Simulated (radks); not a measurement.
Question: The iodine ion I2+, 51 electrons, occupied as [Kr] 4d10 5p3 5d2 (not the ground configuration). Calculated with a radial shooting solver on a logarithmic mesh with Libxc functionals: non-relativistic Kohn-Sham, OLYP, spin-unpolarised, spherical densities, point nucleus; relativity is left out, which matters for an element this heavy. Some entries of the table are withheld. Estimate them.

orbital  occ.  eigenvalue (Ry)  <r^2> (bohr^2)  <r> (bohr)
1s          2        -2328.000        0.001100     0.02868
2s          2        -352.7834         0.01790      0.1235
2p          6        -331.6909         0.01343      0.1051
3s          2        -72.74073          0.1225      0.3277
3p          6        -63.87171          0.1171      0.3181
3d         10        -47.40370         0.09837      0.2885
4s          2        -14.33995          0.6662      0.7684
4p          6        -11.23055             (1)      0.8020
4d         10              (2)          0.9490      0.9027
5p          3         -2.06851           5.165       2.144
5d          2         -1.01070           10.11       2.976

Answer: 
(1) 4p <r^2> (bohr^2): 0.7315
(2) 4d eigenvalue (Ry): -5.91594
